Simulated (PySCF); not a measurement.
BH3N, SMILES B[NH], multiplicity 2. Atoms are numbered in the order given.

```xyz
5

B     -0.0139    -0.6916     0.0000
N      0.0536     0.6354     0.0000
H      0.9743    -1.3737     0.0000
H     -1.0988    -1.2228     0.0000
H     -0.1815     1.6069     0.0000
```
Charge 0, spin multiplicity 2.

Coordinates come from a B3LYP-D3(BJ)/def2-TZVP optimisation. The isomer is the one that the SMILES or the coordinates give; other isomers of the formula were not compared.

Calculation: PySCF with PBE/pcH-1.

Unrestricted Kohn–Sham, ⟨S²⟩ = 0.755. Hyperfine tensors hold the contact and dipolar terms, without spin-orbit corrections.

Estimate the hyperfine couplings. (The exact figures need the calculation; the answer reports its results.)


```tsv
nucleus	A(iso) (MHz)	A(iso) (G)	dipolar principal values (MHz)
11B no. 1	-54.1	-19.3	-12.8, 2.4, 10.4
14N no. 2	33.4	11.9	-38.9, -33.6, 72.6
1H no. 3	247.6	88.3	-5.9, -3.8, 9.7
1H no. 4	315.3	112.5	-5.5, -2.7, 8.2
1H no. 5	-38.4	-13.7	-45.5, -8.6, 54.1
```

And the g tensor (effective nuclear charges for spin-orbit coupling, GIAO)? (An estimate is asked for; the answer gives what the named calculation found.)

principal values 2.0023, 2.0039, 2.0040; isotropic 2.0034.
